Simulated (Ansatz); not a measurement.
Si₃₅H₄₂, a nanocrystal cut from hexagonal silicon. The state is a singlet with charge 0. Geometry r2SCAN-D4/def2-SVP, basis def2-TZVP, Ansatz.

```xyz
77

Si    0.848    1.348   -4.515
Si    0.765    2.691   -2.568
Si   -3.444    1.920   -1.222
Si   -3.512    3.288    0.707
Si   -1.543   -3.319   -6.261
Si    0.526   -2.261   -5.908
Si   -1.677   -1.032   -2.963
Si    0.443   -0.902   -3.974
Si   -1.759    0.298   -1.013
Si    0.300    1.378   -0.678
Si   -1.902    2.584    2.265
Si    0.217    2.730    1.259
Si   -1.986    3.951    4.193
Si    0.082    5.028    4.510
Si    2.229   -3.869   -5.715
Si    2.076   -1.579   -2.421
Si    1.983   -0.248   -0.473
Si    4.044    0.827   -0.139
Si    1.844    2.038    2.807
Si    3.953    2.199    1.786
Si    1.769    3.404    4.736
Si   -2.264   -4.563   -4.399
Si   -2.118   -3.277   -2.425
Si   -2.214   -1.031    0.872
Si   -2.293    0.327    2.811
Si   -2.443    2.642    6.091
Si    2.013   -5.190   -3.782
Si   -0.446   -3.996   -0.934
Si    1.703   -3.834   -1.874
Si   -0.541   -2.679    1.041
Si    1.506   -1.573    1.410
Si   -0.686   -0.359    4.385
Si    1.421   -0.214    3.347
Si   -0.765    1.008    6.315
Si    1.296    2.097    6.632
H    -0.182    1.816   -5.498
H     2.197    1.469   -5.158
H    -0.298    3.739   -2.713
H     2.076    3.390   -2.371
H    -3.184    2.755   -2.439
H    -4.762    1.230   -1.407
H    -3.236    4.713    0.333
H    -4.873    3.225    1.332
H    -2.581   -2.268   -6.512
H    -1.464   -4.197   -7.472
H     0.824   -1.393   -7.097
H    -2.701   -0.533   -3.942
H     0.481    4.158    0.873
H    -3.066    4.979    4.014
H     0.380    5.923    3.347
H     0.025    5.869    5.750
H     2.250   -4.735   -6.937
H     3.547   -3.162   -5.619
H     3.428   -1.426   -3.058
H     4.377    1.651   -1.346
H     5.112   -0.211    0.022
H     4.202    3.628    1.408
H     5.013    1.783    2.761
H     3.099    4.081    4.905
H    -3.704   -4.921   -4.612
H    -1.486   -5.836   -4.278
H    -3.433   -3.361   -1.705
H    -3.554   -1.684    0.697
H    -3.664    0.217    3.413
H    -3.784    1.988    5.955
H    -2.463    3.512    7.312
H     0.895   -6.172   -3.936
H     3.284   -5.963   -3.601
H    -0.708   -5.427   -0.565
H     2.691   -4.256   -0.825
H    -0.840   -3.573    2.209
H     2.603   -2.583    1.587
H    -0.950   -1.784    4.778
H     2.483   -0.678    4.302
H    -1.063    0.142    7.503
H     1.219    2.975    7.844
H     2.384    1.090    6.846
```

| run | HOMO (eV) | LUMO (eV) |
| --- | --- | --- |
| A | -6.72 | -1.77 |
| B | -5.82 | -2.36 |
| C | -5.86 | -2.45 |
| D | -6.05 | -2.33 |

Single mean-field runs in def2-TZVP are fitted with def2-universal-jkfit.

Task: The runs used PBE, PBE0, r2SCAN, revPBE. Estimate which is which.

Result: A PBE0 (25 % exact exchange); B revPBE (0 % exact exchange); C PBE (0 % exact exchange); D r2SCAN (0 % exact exchange). Exact exchange lowers occupied and raises empty levels; among semilocal functionals meta-GGAs tend to open the gap a little, and such runs are hard to tell apart. The gap grows from 3.41 eV (PBE) to 4.94 eV (PBE0).
